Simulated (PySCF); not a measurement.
# Molecular orbitals of TlCl

PBE0 at R = 2.516 Å; basis Tl cc-pVTZ-PP with ECP60, Cl cc-pV(T+d)Z; scalar-relativistic core potentials; PySCF 2.14. State: ¹Σ⁺ (singlet), closed shell. Only the outer orbitals are listed, counted within each symmetry, core potentials removing the inner ones.

```csv
orbital,occ.,ε (eV),on Tl (%),main shells (%)
8σ,2,-11.42,76,"76 Tl s, 21 Cl p"
4π,2,-7.82,5,95 Cl p
4π,2,-7.82,5,95 Cl p
9σ,2,-7.47,38,"62 Cl p, 20 Tl s, 16 Tl p"
5π,0,-1.78,97,96 Tl p
5π,0,-1.78,97,96 Tl p
10σ,0,-0.08,95,85 Tl p
```

Q: Which are the highest filled and the lowest empty level, where do they sit, and how wide is the gap?

A: Highest filled 9σ at -7.47 eV (in %: 62 Cl p, 20 Tl s, 16 Tl p); lowest empty 5π at -1.78 eV (in %: 96 Tl p); the gap at PBE0 is 5.69 eV.

| Quantity | Value |
| --- | --- |
| bond order (Mayer) | 0.91 |
| ⟨S²⟩ | 0.000 |
| charge on Tl (Mulliken, basis-dependent) | 0.47 |
| charge on Tl (Löwdin, basis-dependent) | 0.26 |
| dipole moment (positive dipole means Tl(−)Cl(+)) | -4.56 D |
| polarisability along the bond | 72.1 bohr³ |
| polarisability across the bond | 38.1 bohr³ |

Spin–orbit coupling is left out, which matters for elements this heavy, above all for dissociation energies.
